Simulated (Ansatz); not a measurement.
Compare A (`C=C1CBN1`) with its isomer B (`CB1N=C1C`).

Isolated molecules relaxed with PBE0-D4/def2-TZVP in Ansatz; ΔE leaves out vibrations. CCSD(T)/CBS is the MP2 limit (def2-TZVPP, def2-QZVPP) plus CCSD(T) − MP2 in def2-TZVPP, frozen cores. DFT in def2-TZVPP.

Q: Which is lower in electronic energy at CCSD(T)/CBS, and by how much? (Estimate.)

A: Ansatz gave: A, by 24.9 kJ/mol.

Q: Give E(B) − E(A) in kJ/mol with BLYP-D4, LDA (SPW92), r2SCAN-D4, B2PLYP, PBE-D4, MP2/def2-TZVPP, CCSD(T)/def2-TZVPP. (Best estimate.)

A: Computed: BLYP-D4 22.8, LDA (SPW92) 50.5, r2SCAN-D4 19.6, B2PLYP 17.3, PBE-D4 27.2, MP2/def2-TZVPP 19.8, CCSD(T)/def2-TZVPP 21.4. None reverses the order clearly.

Q: Does the order hold for the free energy at 298.15 K (harmonic terms from PBE0-D4)? (Estimate.)

A: Ansatz gave: Yes: G(B) − G(A) = +13.6 kJ/mol. Modes under 60 cm⁻¹, often nearly free rotors, make the harmonic entropy too high.

Largest T1 diagnostic: 0.013.

In def2-TZVPP, CCSD(T) changes the Hartree–Fock value by +20.7 kJ/mol (the triples alone add +2.1 kJ/mol) and MP2 by +19.1 kJ/mol. Leaving LDA and LC-ωPBE aside and taking each functional with its dispersion term where it has one, the values, not all of them listed here, spread over 20.0 kJ/mol, from B97M-V to PBE-D4. LDA lies +25.9 kJ/mol from PBE without D4.
